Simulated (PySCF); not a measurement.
**Shapes and spin states of PtF3**

Level of theory: PBE0 in PySCF with Pt def2-SVP with ECP60, F def2-SVP; scalar-relativistic core potentials, no spin–orbit coupling; density-fitted integrals.

Relaxations began from a few typed shapes and spin states; open shells are unrestricted. The search is not exhaustive: other isomers or separated fragments can lie lower, and high-lying points may rest on an excited occupation.

| spin | group | bonds | angles | imaginary modes (cm⁻¹) | ΔE (kJ/mol) | ΔE with ZPE (kJ/mol) |
| --- | --- | --- | --- | --- | --- | --- |
| doublet | C2v | Pt–F 1.859 Å (×2), Pt–F 1.877 Å | F–Pt–F 92.3° (×2), F–Pt–F 175.4° | none | 0.0 | 0.0 |
| doublet | C2v | Pt–F 1.855 Å (×2), Pt–F 1.866 Å | F–Pt–F 90.3°, F–Pt–F 134.9° (×2) | 87i | 19.6 | – |
| quartet | C2v | Pt–F 1.852 Å (×2), Pt–F 1.988 Å | F–Pt–F 99.2° (×2), F–Pt–F 161.7° | none | 72.2 | 70.7 |
| quartet | C2v | Pt–F 1.870 Å, Pt–F 1.924 Å (×2) | F–Pt–F 91.9°, F–Pt–F 134.1° (×2) | 97i | 82.0 | – |

The lowest minimum found is the doublet C2v: Pt–F 1.859 Å (×2), Pt–F 1.877 Å; F–Pt–F 92.3° (×2), F–Pt–F 175.4°.

Formally Pt is in oxidation state +3, d7, with 1 unpaired electron (the high-spin count would be 3). The Mulliken spin on Pt is 0.69. The polar-tensor charge on Pt, 1.41, is far below the formal one.

For the lowest minimum: other spin states or occupations of the open shell can lie lower. Spin–orbit coupling, left out here, can matter for elements this heavy.
